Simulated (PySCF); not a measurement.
Magnetisability: `N#[C][Cu-2]([C]#N)[C]#N`, [C$_{3}$CuN$_{3}$]2-, charge -2

Cartesian coordinates in Å; atom numbers follow the order of the lines, from 1:
```xyz
7

Cu   -0.0034    0.0081   -0.0073
C     1.7780    0.0150    0.0015
N     2.9441    0.0028    0.0096
C    -0.9098    1.5418   -0.0134
N    -1.5005    2.5475   -0.0136
C    -0.8728   -1.5469    0.0079
N    -1.4357   -2.5683    0.0152
```

Total charge -2.

Theory: GIAO B3LYP/def2-SVP (def2-TZVP on Cu) magnetisability, rotational g tensor and spin-rotation constants, non-relativistic, gas phase (PySCF). Geometry: GFN2-xTB.

For an ion the centre-of-mass motion in the field is neglected. The highest occupied orbital is unbound at this level, so the values depend on the basis.

Task: How diamagnetic is it, and how anisotropic?

Result: Isotropic -1060 × 10⁻³⁰ J/T², or -63.8 × 10⁻⁶ cm³/mol; principal values -1094, -1089, -996 × 10⁻³⁰ J/T², anisotropy 96 × 10⁻³⁰ J/T² (root of half the summed squared differences of the principal values). The susceptibility is in cgs units.

Task: Split it along the inertial axes a, b, c into diamagnetic and paramagnetic parts about the centre of mass, with the quadrupole moment.

Result: 
| axis | χ (10⁻⁶ cm³/mol) | diamagnetic (10⁻⁶ cm³/mol) | paramagnetic (10⁻⁶ cm³/mol) | summed x² of all electrons (Å²) | quadrupole Θ (D Å) |
| --- | --- | --- | --- | --- | --- |
| a | -65.9 | -627.7 | 561.7 | 139.9 | -20.91 |
| b | -65.6 | -637.9 | 572.3 | 137.5 | -19.73 |
| c | -60.0 | -1176.9 | 1116.9 | 10.4 | +40.64 |

Anisotropies 2χaa − χbb − χcc = -6.2 and 2χbb − χaa − χcc = -5.3 × 10⁻⁶ cm³/mol. Θ is traceless in Buckingham's convention.

Task: And the rotational g tensor?

Result: 
| axis | rotational constant (GHz) | g | nuclear part | electronic part |
| --- | --- | --- | --- | --- |
| a | 2.1290 | -0.0583 | 0.5036 | -0.5619 |
| b | 2.0892 | -0.0582 | 0.5036 | -0.5617 |
| c | 1.0545 | -0.0498 | 0.5036 | -0.5533 |

Asymmetric top; isotopes 12C, 63Cu, 14N; no vibrational averaging.
